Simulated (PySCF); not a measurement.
C3H5, SMILES [CH]=CC, multiplicity 2. Atoms are numbered in the order given.

```xyz
8

C     -0.3162    -1.3099     0.0000
C      0.3882    -0.2121     0.0000
C     -0.1533     1.1900     0.0000
H     -0.1445    -2.3742     0.0000
H      1.4805    -0.2988     0.0000
H      0.1969     1.7368     0.8793
H     -1.2423     1.1919     0.0000
H      0.1969     1.7368    -0.8793
```
Charge 0, spin multiplicity 2.

Coordinates come from a B3LYP-D3(BJ)/def2-TZVP optimisation. The isomer is the one that the SMILES or the coordinates give; other isomers of the formula were not compared.

These are TDA-PBE0/def2-SVPD (PySCF 2.14.0) values and carry that method's errors.

Vertical excitations. Gas-phase values at a fixed geometry.

Computed UV-visible absorptions:
```csv
state,energy (eV),λ (nm),f,main pairs
root 1,3.26,380,0.001,β HOMO→LUMO 95 %
root 2,4.74,262,0.000,"α HOMO−1→LUMO 49 %, β HOMO→LUMO+1 48 %"
root 3,4.93,252,0.003,α HOMO→LUMO 96 %
root 4,6.54,190,0.011,α HOMO→LUMO+1 85 %
root 5,7.05,176,0.012,β HOMO−1→LUMO 87 %
root 6,7.22,172,0.004,"α HOMO→LUMO+2 65 %, α HOMO→LUMO+3 18 %, α HOMO→LUMO+1 12 %"
root 7,7.32,169,0.001,"α HOMO−1→LUMO+1 13 %, β HOMO→LUMO+2 80 %"
root 8,7.35,169,0.024,"α HOMO→LUMO+3 24 %, α HOMO→LUMO+2 13 %, β HOMO−2→LUMO 53 %"
root 9,7.38,168,0.054,"α HOMO→LUMO+3 56 %, β HOMO−2→LUMO 30 %"
root 10,7.53,165,0.012,"α HOMO−1→LUMO+1 81 %, β HOMO→LUMO+2 14 %"
```
Unrestricted roots are not spin-pure.
